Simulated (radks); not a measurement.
The numbers below are computed, except where a source is named.
Q: Neutral osmium, configuration [Xe] 4f14 5d5.5 6s2 6p0.5 (fractional occupations, a model configuration). Code: a radial shooting solver on a logarithmic mesh with Libxc functionals. Model: scalar-relativistic Kohn-Sham, LDA (Slater exchange, Perdew-Wang correlation), spin-polarised, spherical densities, point nucleus; open shells are filled with parallel spins first (spin-orbit coupling, left out, can overturn this in heavy ions). Some entries of the table are withheld. Estimate them.

| orbital | occ. | eigenvalue (hartree) | <r> (bohr) |
|---|---|---|---|
| 1s up | 1 | -2712.897 | 0.01774 |
| 1s down | 1 | -2712.897 | 0.01774 |
| 2s up | 1 | -472.5845 | 0.07493 |
| 2s down | 1 | -472.5756 | 0.07493 |
| 2p up | 3 | -411.6442 | 0.06730 |
| 2p down | 3 | -411.6367 | 0.06730 |
| 3s up | 1 | -110.0156 | 0.1940 |
| 3s down | 1 | -110.0113 | 0.1940 |
| 3p up | 3 | -92.12664 | 0.1947 |
| 3p down | 3 | -92.12205 | 0.1947 |
| 3d up | 5 | -72.11686 | 0.1763 |
| 3d down | 5 | -72.11017 | 0.1763 |
| 4s up | 1 | -23.25159 | 0.4321 |
| 4s down | 1 | -23.24236 | 0.4321 |
| 4p up | 3 | -17.38242 | 0.4598 |
| 4p down | 3 | -17.37309 | 0.4597 |
| 4d up | 5 | -10.09816 | 0.4894 |
| 4d down | 5 | -10.08693 | 0.4891 |
| 5s up | 1 | -3.47778 | 1.006 |
| 5s down | 1 | -3.40713 | 1.001 |
| 4f up | 7 | -2.00097 | 0.5578 |
| 5p up | 3 | -1.98367 | 1.169 |
| 4f down | 7 | -1.98261 | 0.5549 |
| 5p down | 3 | -1.89668 | 1.163 |
| 5d up | 5 | -0.33448 | (1) |
| 6s up | 1 | -0.29232 | 2.830 |
| 5d down | 0.5 | -0.23955 | (2) |
| 6s down | 1 | -0.23504 | 2.991 |
| 6p up | 0.5 | -0.08452 | 4.148 |
| 6p down | 0 | -0.05733 | 4.626 |

A: 
(1) 5d up <r> (bohr): 1.748
(2) 5d down <r> (bohr): 1.808
